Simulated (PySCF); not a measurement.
**MP for M along the fourth-period p block**

PBE0 with double-zeta basis sets in PySCF, for the lowest determinant that a PBE0 search found; no spin–orbit coupling. De refers to high-spin ground-configuration atoms. A positive dipole means M(−)P(+).

| M | basis | state (unpaired electrons) | Re (Å) | ωe (cm⁻¹) | De (eV) | μ (D) |
| --- | --- | --- | --- | --- | --- | --- |
| Ga | cc-pVDZ-PP/cc-pV(D+d)Z | triplet (π ↑↑) | 2.477 | 287 | 2.06 | -1.49 |
| Ge | def2-SVP | doublet (π ↑) | 2.147 | 502 | 3.27 | -1.14 |
| Se | def2-SVP | doublet (π ↑) | 2.037 | 597 | 3.75 | 0.24 |

The shortest bond is that of PSe (2.037 Å), the longest that of GaP (2.477 Å). PSe is bound most strongly (3.75 eV) and GaP least (2.06 eV).

The rows differ in basis set, which adds steps of its own.

The state changes along the series, so neighbouring rows are not always alike in their bonding.

Spin–orbit coupling is left out. States were picked by a PBE0 search and need not be the measured ground states.
